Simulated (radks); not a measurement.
Question: The mean radii <r> (bohr) of the occupied orbitals of an atom or ion are listed with their occupations. Calculated with a radial shooting solver on a logarithmic mesh with Libxc functionals: Dirac Kohn-Sham, PBEsol, spin-unpolarised, spherical densities, point nucleus.

orbital  occ.      <r>
1s1/2       2  0.02151
2s1/2       2  0.09098
2p1/2       2  0.07591
2p3/2       4  0.08285
3s1/2       2   0.2390
3p1/2       2   0.2287
3p3/2       4   0.2419
3d3/2       4   0.2141
3d5/2       6   0.2182
4s1/2       2   0.5416
4p1/2       2   0.5529
4p3/2       4   0.5832
4d3/2       4   0.6180
4d5/2       6   0.6288
5s1/2       2    1.327
5p1/2       2    1.499
5p3/2       4    1.603
4f5/2       6   0.8946
4f7/2       3   0.9147
6s1/2       1    3.754

Name the element and its charge. Open shells, if any, fill j = l - 1/2 first.

Answer: Z = 65, terbium, charge +1: Tb+ in [Xe] 4f9 6s1. The 1s radius gives Z: for a bare nucleus <r> = (2 gamma + 1)/(2Z) with gamma = sqrt(1 - (Z/c)^2), 0.02124 bohr for Z = 65, and screening makes it slightly larger (0.02151 here). The occupations add up to 64, and the charge is Z minus that.
